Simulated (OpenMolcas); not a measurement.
## Xe2+: Slater's ratio, the spin-orbit constant, worked from levels

```yaml
Program: OpenMolcas 26.06
Basis: ANO-RCC [10s9p8d5f3g]
Scalar_Hamiltonian: DKH2, point nucleus
Active_space: 4 electrons in 9 orbitals (RAS2 5p; RAS3 5d 6s, at most 1 electron)
State_averaging: 2S+1 = 3 even, 3 roots; 2S+1 = 1 even, 6 roots; 2S+1 = 5 odd, 6 roots; 2S+1 = 3 odd, 54 roots; 2S+1 = 1 odd, 48 roots
Spin-orbit_coupling: RASSI with atomic mean-field integrals over the reference wave functions, term energies averaged over their components
```

Methods: RASSCF; MS-RASPT2, IPEA 0.25 Eh, imaginary shift 0.1 Eh (closed shells correlated: 4d 5s). Measured levels: Saloman, J. Phys. Chem. Ref. Data 33, 765 (2004).

**Slater's ratio.** With one set of orbitals, p4 has ¹D - ³P = 6 F2 and ¹S - ¹D = 9 F2 (F2 = F²/25), a ratio of 3/2. Term energies are centres of gravity, weighted by 2J + 1.

```json
{"Source": "RASSCF", "¹D - ³P": "14963", "¹S - ³P": "35536", "F2 from the first": "2494", "Ratio": "1.375"}
{"Source": "MS-RASPT2", "¹D - ³P": "12754", "¹S - ³P": "34215", "F2 from the first": "2126", "Ratio": "1.683"}
{"Source": "measured", "¹D - ³P": "12931", "¹S - ³P": "31935", "F2 from the first": "2155", "Ratio": "1.470"}
```

Energies in cm-1. A ratio away from 3/2 shows effects beyond one configuration with one set of orbitals, and in heavier atoms second-order spin-orbit shifts.

**The spin-orbit constant.** For the Hund term ³P of p4, E(J) = (A/2) J(J+1) + constant and ζ = -2S·A = -2A. From J = 0 to J = 2 the energy changes by 3 A.

```csv
Source,E(2) - E(0),A,ζ
RASSCF,-8415.3,-2805.1,5610
MS-RASPT2,-8433.2,-2811.1,5622
measured,-8130.1,-2710.0,5420
```

All in cm-1. MS-RASPT2 is off by +3.7 % and RASSCF by +3.5 %. Both methods take the spin-orbit matrix elements from the reference wave functions, so the second can move ζ only through the term energies and any multistate remixing. Second-order mixing with other terms is absorbed into this ζ.

Term energies are means over components that CASPT2 splits; among the terms shown or strongly mixed into the levels shown the widest spread is 100 cm-1 (5s² 5p⁴ ¹D, MS-RASPT2). Over all roots computed the reference weight is 0.77 to 0.92 in MS-RASPT2; the roots of lowest weight are the least certain, and an intruder state may touch them. With the s shell closed, the reference lacks s² → p² mixing. Measured partners are found by configuration, term and J. A level has none where our copy of the source lacks it or the pairing is in doubt (some pairs that miss far off the trend of their configuration count as doubtful), and it then counts in no deviation. Levels of configurations outside the active space are missing.
